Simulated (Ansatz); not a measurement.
Mulliken charges of vanadium oxytrichloride (`[O]=[V]([Cl])([Cl])[Cl]`) from ωB97M-V/def2-TZVPP in Ansatz (PBE0-D4/def2-TZVP geometry).

```json
{"atom": "O1", "x (Å)": "0.191", "y (Å)": "-1.415", "z (Å)": "0.808", "charge (e)": "-0.353"}
{"atom": "V2", "x (Å)": "0.020", "y (Å)": "-0.094", "z (Å)": "0.038", "charge (e)": "0.788"}
{"atom": "Cl3", "x (Å)": "-1.206", "y (Å)": "1.200", "z (Å)": "1.199", "charge (e)": "-0.145"}
{"atom": "Cl4", "x (Å)": "-0.902", "y (Å)": "-0.526", "z (Å)": "-1.830", "charge (e)": "-0.145"}
{"atom": "Cl5", "x (Å)": "1.946", "y (Å)": "0.761", "z (Å)": "-0.256", "charge (e)": "-0.145"}
```

Question: By hand: the dipole of these point charges (1 e Å = 4.8032 D).

Answer: Σ q r = (-0.028, 0.217, -0.127) e Å, of length 0.253 e Å = 1.22 D.

Question: How does the dipole of the full density compare? (Estimate.)

Answer: The calculation gave: (-0.011, 0.082, -0.048) e Å, 0.46 D; the point charges give 2.65 times that, at 0° from its direction.

Point charges leave out the atoms' own dipoles, such as those of lone pairs, and Mulliken's split depends on the basis, so the two needn't agree.
